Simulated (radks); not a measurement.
Problem. The mean radii <r> (bohr) of the occupied orbitals of an atom or ion are listed with their occupations. Method: Dirac Kohn-Sham, Slater X-alpha with alpha = 0.907, spin-unpolarised, spherical densities, finite nucleus; Fermi nuclear charge, rms radius of each element as measured or else 0.836 A^(1/3) + 0.57 fm; computed with a radial shooting solver on a logarithmic mesh with Libxc functionals.

| orbital | occ. | <r> |
|---|---|---|
| 1s1/2 | 2 | 0.08085 |
| 2s1/2 | 2 | 0.3844 |
| 2p1/2 | 2 | 0.3443 |
| 2p3/2 | 4 | 0.3467 |
| 3s1/2 | 2 | 1.244 |
| 3p1/2 | 2 | 1.382 |
| 3p3/2 | 4 | 1.390 |
| 4s1/2 | 1 | 4.665 |

Name the element and its charge. Open shells, if any, fill j = l - 1/2 first.

Solution. Z = 19, potassium, charge 0: K in [Ar] 4s1. The 1s radius gives Z: for a bare nucleus <r> = (2 gamma + 1)/(2Z) with gamma = sqrt(1 - (Z/c)^2), 0.07844 bohr for Z = 19, and screening makes it slightly larger (0.08085 here). The occupations add up to 19, and the charge is Z minus that.
